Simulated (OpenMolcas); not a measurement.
## Sn³⁺: CASPT2 settings compared

- Program: OpenMolcas 26.06
- Basis: ANO-R1 [6s5p3d1f]
- Scalar Hamiltonian: X2C, finite nucleus
- Active space: 1 electron in 4 orbitals (5s 5p)
- State averaging: 2S+1 = 2 even, 1 root; 2S+1 = 2 odd, 3 roots
- Spin-orbit coupling: RASSI with atomic mean-field integrals over the reference wave functions, term energies averaged over their components

Methods on the same reference wave functions:
A. CASSCF
B. SS-CASPT2, IPEA 0.75 Eh, sigma2 regulariser 0.4 Eh (closed shells correlated: 4d)
C. XMS-CASPT2, IPEA 0.1 Eh, imaginary shift 0.05 Eh (closed shells correlated: 4s 4p 4d)

Energies in cm-1 above 5s 2S 1/2, the measured ground level; measured values from Moore, Atomic Energy Levels, vol. III, NSRDS-NBS 35 (1971 reprint of NBS Circular 467, 1958).

```json
{"Level": "5s 2S 1/2", "A": "0.0", "B": "0.0", "C": "0.0", "Measured": "0.0"}
{"Level": "5p 2P* 1/2", "A": "65778", "B": "66996", "C": "67118", "Measured": "69564"}
{"Level": "5p 2P* 3/2", "A": "72091", "B": "73308", "C": "73430", "Measured": "76072"}
```

Deviations, from unrounded energies. A percentage is the sum of absolute deviations over the sum of measured energies, with the sign that they share, or ± where signs differ.

```tsv
Against measurement	Levels	A	B	C
mean absolute deviation (cm-1)	2	3900	2700	2500
other configurations (%)	2	-5.3	-3.7	-3.5
```

B, C lie about equally close to measurement and A furthest from it. The largest miss of C in the table is 5p 2P* 3/2, by -2600 cm-1. The ranking rests on the paired levels alone, and a cruder setting can come out closer through cancelling errors.

Between B and C the level of the table that moves most is 5p 2P* 1/2, by 120 cm-1 (lowest in B, highest in C).

The lowest spin-free term lies below A's lowest term by 0.296 hartree in B, 0.374 hartree in C.

The basis is small and was not contracted for so high a charge. With one active electron the reference holds no correlation, so core polarisation is missing (holds for A). With one active electron, CASPT2 adds the correlation within the correlated inactive shells and between them and that electron, and leaves the splitting within a term as the reference gives it (holds for B; C). Computed and measured levels are paired by configuration, term and J; levels that our copy of the source lacks, or whose pairing is in doubt (as where it misses far off the trend of its configuration), stay unpaired and out of the deviations. Levels of configurations outside the active space are missing.

* marks odd parity.
